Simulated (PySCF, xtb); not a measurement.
B(OH)2(SH) (BH₃O₂S), SMILES B(S)(O)O. Other conformers were not sampled.

Harmonic wavenumbers (cm⁻¹) from GFN2-xTB (xtb) at its own minimum, in rising order: 269, 311, 361, 434, 454, 551, 620, 791, 889, 917, 1173, 1297, 2479, 3603, 3613.

**Question.** What does B3LYP-D3(BJ)/def2-SVP run with PySCF give at its own minimum? (The exact figures need the calculation; the answer reports its results.)

**Answer.** 258, 308, 384, 405, 442, 595, 654, 830, 928, 995, 1295, 1438, 2690, 3848, 3863. Paired by order, the mean absolute difference is 85 cm⁻¹ and the zero-point energies are 25.4 and 27.1 kcal/mol.
